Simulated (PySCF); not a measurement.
Ionising ZnF

UHF; Zn x2c-SVPall, F x2c-SVPall; spin-free X2C with a Gaussian nucleus (PySCF 2.14). Neutral (UHF): doublet (σ ↑), Re = 1.781 Å, ωe = 656 cm⁻¹, De = 1.85 eV, HOMO -9.03 eV, LUMO 0.07 eV.

ZnF⁺ (RHF): singlet (closed shell), Re = 1.713 Å, ωe = 767 cm⁻¹, De = 0.91 eV to Zn⁺ + F. The energies at the minima are -1893.37907 hartree for ZnF and -1893.05815 for ZnF⁺.

Task: Work out the adiabatic ionisation energy, without and with harmonic zero-point energies (1 hartree = 27.2114 eV, 1 eV = 8065.5 cm⁻¹), and the change of the bond length.

Result: At HF: 0.32092 hartree = 8.733 eV between the minima; the zero-point term (767.0 − 656.0)/2 cm⁻¹ = +0.007 eV makes it 8.740 eV. Re changes by -6.8 pm against the neutral. The electron leaves a σ orbital; in so polar a molecule the change of length follows mostly from the change of the ionic charges.

For an ion De counts to the pair picked by the measured ionisation energies or electron affinities, which need not be the lowest pair at this level. Where the molecule has an RHF reference, its open-shell atoms are computed with UHF. Hartree–Fock leaves out correlation, which carries a large part of most bond energies and some tenths to 1 eV of ionisation energies. States were picked by a PBE0 search and need not be the measured ground states.

Neutral and ion stand on different kinds of reference determinant, which adds to the error of the difference.
